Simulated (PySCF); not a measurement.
# NbO: frontier orbitals

PBE0 at R = 1.674 Å; PySCF, scalar-relativistic core potentials, basis sets Nb def2-TZVPP with ECP28, O def2-TZVPP. State: ⁴Σ⁻ (quartet), unpaired electrons σ ↑, δ ↑↑. Only the outer orbitals are listed, counted within each symmetry, core potentials removing the inner ones.

```json
{"spin": "α", "orbital": "4σ", "occ.": "1", "ε (eV)": "-24.14", "on Nb (%)": "13", "main shells (%)": "87 O s"}
{"spin": "α", "orbital": "5σ", "occ.": "1", "ε (eV)": "-9.82", "on Nb (%)": "30", "main shells (%)": "66 O p, 27 Nb d"}
{"spin": "α", "orbital": "2π", "occ.": "1", "ε (eV)": "-9.62", "on Nb (%)": "29", "main shells (%)": "71 O p, 26 Nb d"}
{"spin": "α", "orbital": "2π", "occ.": "1", "ε (eV)": "-9.62", "on Nb (%)": "29", "main shells (%)": "71 O p, 26 Nb d"}
{"spin": "α", "orbital": "1δ", "occ.": "1", "ε (eV)": "-5.54", "on Nb (%)": "100", "main shells (%)": "100 Nb d"}
{"spin": "α", "orbital": "1δ", "occ.": "1", "ε (eV)": "-5.54", "on Nb (%)": "100", "main shells (%)": "100 Nb d"}
{"spin": "α", "orbital": "6σ", "occ.": "1", "ε (eV)": "-5.39", "on Nb (%)": "97", "main shells (%)": "82 Nb s, 9 Nb d"}
{"spin": "α", "orbital": "3π", "occ.": "0", "ε (eV)": "-1.83", "on Nb (%)": "91", "main shells (%)": "49 Nb p, 42 Nb d, 9 O p"}
{"spin": "α", "orbital": "3π", "occ.": "0", "ε (eV)": "-1.83", "on Nb (%)": "91", "main shells (%)": "49 Nb p, 42 Nb d, 9 O p"}
{"spin": "α", "orbital": "7σ", "occ.": "0", "ε (eV)": "-1.04", "on Nb (%)": "82", "main shells (%)": "41 Nb p, 36 Nb d, 16 O p"}
{"spin": "β", "orbital": "1π", "occ.": "1", "ε (eV)": "-36.97", "on Nb (%)": "100", "main shells (%)": "100 Nb p"}
{"spin": "β", "orbital": "1π", "occ.": "1", "ε (eV)": "-36.97", "on Nb (%)": "100", "main shells (%)": "100 Nb p"}
{"spin": "β", "orbital": "4σ", "occ.": "1", "ε (eV)": "-24.45", "on Nb (%)": "13", "main shells (%)": "87 O s"}
{"spin": "β", "orbital": "5σ", "occ.": "1", "ε (eV)": "-9.79", "on Nb (%)": "24", "main shells (%)": "73 O p, 20 Nb d"}
{"spin": "β", "orbital": "2π", "occ.": "1", "ε (eV)": "-9.75", "on Nb (%)": "20", "main shells (%)": "80 O p, 17 Nb d"}
{"spin": "β", "orbital": "2π", "occ.": "1", "ε (eV)": "-9.75", "on Nb (%)": "20", "main shells (%)": "80 O p, 17 Nb d"}
{"spin": "β", "orbital": "6σ", "occ.": "0", "ε (eV)": "-2.03", "on Nb (%)": "102", "main shells (%)": "91 Nb s"}
{"spin": "β", "orbital": "1δ", "occ.": "0", "ε (eV)": "-0.49", "on Nb (%)": "100", "main shells (%)": "100 Nb d"}
{"spin": "β", "orbital": "1δ", "occ.": "0", "ε (eV)": "-0.49", "on Nb (%)": "100", "main shells (%)": "100 Nb d"}
```

Problem. Which are the highest filled and the lowest empty level, where do they sit, and how wide is the gap?

Solution. Highest filled α 6σ at -5.39 eV (in %: 82 Nb s, 9 Nb d); lowest empty β 6σ at -2.03 eV (in %: 91 Nb s); the gap at PBE0 is 3.36 eV.

```
bond order (Mayer)                              : 2.33
⟨S²⟩                                            : 3.774
charge on Nb (Mulliken, basis-dependent)        : 0.46
charge on Nb (Löwdin, basis-dependent)          : 0.01
dipole moment (positive dipole means Nb(−)O(+)) : -3.59 D
polarisability along the bond                   : 67.8 bohr³
polarisability across the bond                  : 85.4 bohr³
```

Shares are Mulliken populations and can fall outside 0 to 100 %.

Spin–orbit coupling is left out. The state is the lowest single determinant that the PBE0 search found; with open d or f shells the true ground state can be another one.
